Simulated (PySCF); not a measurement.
CH₉FNSi₄ (doublet state).
Numbering: `[F:1][SiH:2][Si@@H:3]1[CH2:4][SiH2:5][N:6]1[SiH3:7]` (hydrogens: H8 on Si2; H9 on Si3; H10, H11 on C4; H12, H13 on Si5; H14, H15, H16 on Si7)

Geometry (GFN2-xTB, Å), atoms numbered from 1 in this order:
```xyz
16
CH9FNSi4 angstrom
F      3.3789    1.1158   -1.6286
Si     1.7752    0.8179   -1.8058
Si     1.1477   -0.1227    0.1649
C      0.6649   -1.9744    0.0341
Si    -1.1488   -1.4618    0.3047
N     -0.5861    0.1942    0.3278
Si    -1.4625    1.6460    0.6292
H      1.3973    2.1604   -2.2736
H      1.7541    0.1468    1.4880
H      0.8677   -2.4586   -0.9168
H      1.0743   -2.6133    0.8100
H     -2.0554   -1.6899   -0.8180
H     -1.7369   -1.8729    1.5780
H     -0.7424    2.7190   -0.0663
H     -2.8115    1.4617    0.0950
H     -1.5240    1.9409    2.0660
```

The hyperfine couplings belong to this conformer and change with its torsions.

Computed, not measured: UKS B3LYP, pcH-1 on C F H N Si, non-relativistic, mean-field spin-orbit, GIAO (PySCF). Isolated species at its GFN2-xTB geometry (one conformer only). Couplings are sensitive to structure, and on GFN2-xTB geometries they can be far from those on DFT ones, by a factor of two or more for some ions and for spin on atoms past the first row. Stability of the SCF solution: not tested.

(1) Give the principal g shifts and their parts.

(2) What effective moment and Curie constant follow for a powder?

(3) At 9.35 GHz, how far is the centre of the isotropic spectrum from where a free electron (g = 2.002319) resonates?

(4) What are the electron Larmor frequencies g μB B/h along the three axes at 350 mT?

(5) In a frozen sample, at which fields do the three g values resonate at 9.5, 34, 94 and 263 GHz (hyperfine left aside), and which band first spreads them over more than twice a line width of 0.5 mT?

Results:

(1) 
| Δg (ppm) | 1 | 2 | 3 |
| --- | --- | --- | --- |
| relativistic mass correction | -159 | -159 | -159 |
| gauge correction | 38 | 20 | 59 |
| orbital Zeeman/spin–orbit | -854 | 65 | 3537 |
| total | -975 | -74 | 3438 |

So g = 2.00134, 2.00224, 2.00576 and g_iso = 2.00312; the tensor is rhombic: the two nearest values differ by 20 % of g3 − g1. 

(2) With the mean of g² = 4.0125 and S(S+1) = 0.75: μ_eff = √(⟨g²⟩S(S+1)) = 1.735 μB and χT = 0.12505·⟨g²⟩·S(S+1) = 0.376 cm³ K/mol (cgs; spin-Hamiltonian part alone).

(3) B = hν/(g μB) with μB/h = 13.99624 MHz/mT gives 333.63 mT for the free electron and 333.50 mT at g_iso, 0.13 mT lower.

(4) 9.8040, 9.8084, 9.8256 GHz for g1, g2 and g3, a range of 21.6 MHz.

(5) 
```tsv
band	GHz	B(g3) mT	B(g2) mT	B(g1) mT	spread mT
X	9.5	338.40	339.00	339.15	0.75
Q	34.0	1211.13	1213.25	1213.80	2.67
W	94.0	3348.41	3354.28	3355.79	7.38
J	263.0	9368.41	9384.84	9389.06	20.65
```

The spread grows in proportion to the frequency. Q band is the first where it exceeds 1.0 mT.

The largest Mulliken spin population is on Si2 (+0.82). The angles at Si2 add up to 327.1°, so it is pyramidal.

The HOMO–LUMO gaps are 4.38 eV among the α and 3.80 eV among the β orbitals.
